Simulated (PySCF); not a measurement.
H₄PSi, SMILES [SiH2]P, multiplicity 2.

The structure is a stationary point at B3LYP-D3(BJ)/def2-TZVP. The isomer is the one that the SMILES or the coordinates give; other isomers of the formula were not compared.

The numbers are results of PySCF with B3LYP-D3(BJ)/def2-TZVP, not measurements.

Frequencies are harmonic and unscaled.

```
mode  ν (cm⁻¹)  IR (km/mol)  moving atoms (share of kinetic energy)
----  --------  -----------  --------------------------------------
1          180          0.0                                  H 98 %
2          436          4.3                 P 48 %, Si 41 %, H 11 %
3          480         13.1                                  H 99 %
4          514          9.0                         H 89 %, Si 11 %
5          741         12.0                          H 87 %, Si 8 %
6          783          0.5                                  H 93 %
7          917        108.8                                  H 95 %
8         1089         17.4                                  H 97 %
9         2164         87.9                                  H 98 %
10        2191        111.5                                  H 96 %
11        2387         26.9                                  H 97 %
12        2399         39.1                                  H 97 %
```
